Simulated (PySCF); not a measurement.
Sn(H)(OH) (H2OSn), SMILES [OH][SnH] (connectivity only; charge and spin as stated), neutral, multiplicity 1. Geometry: B3LYP-D3(BJ)/def2-TZVP. The def2 effective core potentials stand for the cores of Sn; spin–orbit coupling is left out.

Computed with B3LYP-D3(BJ)/def2-TZVP (PySCF).

Harmonic wavenumbers (cm⁻¹): 525, 569, 584, 805, 1631, 3825. Rotational constants (GHz): 127.9, 8.263, 7.762; symmetry number 1.

Work out the zero-point energy and the ideal-gas rigid-rotor harmonic-oscillator thermochemistry at 298.15 K and 1 atm.

ZPE = ½ Σ hcν = ½ × 7939 cm⁻¹ = 47.48 kJ/mol. H − E(el) = 59.06 kJ/mol. Entropy in J/(mol K): translation 170.08, rotation 88.69, vibration 7.51, total 266.28. G − E(el) = -20.33 kJ/mol. Cp = 50.20 J/(mol K).
